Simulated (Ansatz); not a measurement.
Input for Ansatz (a program for electronic structure): R-BHLYP/def2-TZVPP on YCl, 2S+1 = 1, a spin state set in the input, which need not be the lowest, a point of a bond scan (R = 2.386 Å). Elements past Kr take the def2 small-core potentials; no spin–orbit coupling.

Ansatz 0.2 input:
```yaml
crystal:
  periodic: [false, false, false]
  atoms:
    - {symbol: Y, position_ang: [0.00000000, 0.00000000, 0.00000000]}
    - {symbol: Cl, position_ang: [0.00000000, 0.00000000, 2.38649000]}
basis:
  gaussian:
    orbitals: def2-TZVPP
    pivot_positions_ang: [[0.00000000, 0.00000000, 0.00000000], [0.00000000, 0.00000000, 2.38649000]]
hamiltonian:
  xc: {name: BHLYP}
output: {forces: true, orbitals: {seedname: ./end}}
```

Program output:

```
WARN ansatz: RAYON_NUM_THREADS=2 ignored (pool sized by the plan → 2); use --threads N
Functional definition: BHLYP
integrals: 0.03 GiB planned
770 factors; their error is unknown
mean field: 0.28 GiB planned
mean field evaluation 1: about -13563.3717 eV, gradient 1.9e1 eV
mean field evaluation 2: about -13563.3390 eV, gradient 2.2e1 eV
mean field evaluation 4: about -13564.5693 eV, gradient 7.4e-1 eV
mean field evaluation 8: about -13564.6865 eV, gradient 5.0e-2 eV
mean field -13564.68654912 eV, -498.4930362054 hartree, gradient 4.9e-5 eV, S^2 0.000000; 0 other end points of the search recorded, 0 dependent functions left out
the calculation of the forces begins
reference -13564.68667182 eV, -498.4930407144 hartree; 14, 14 occupied and 84, 84 virtual orbitals, 770 factors
Total energy: -13564.68667182 eV, -498.4930407144 hartree
Atom 0 at     0.000000     0.000000     0.000000 Å, force    -0.000000    -0.000000    -0.183083 eV/Å
Atom 1 at     0.000000     0.000000     2.386490 Å, force    -0.000000     0.000000     0.183083 eV/Å
Dipole moment:    -0.000000    -0.000000    -0.572602 e Å
```

The run converged.

Cost: very roughly 2.4 core-seconds.
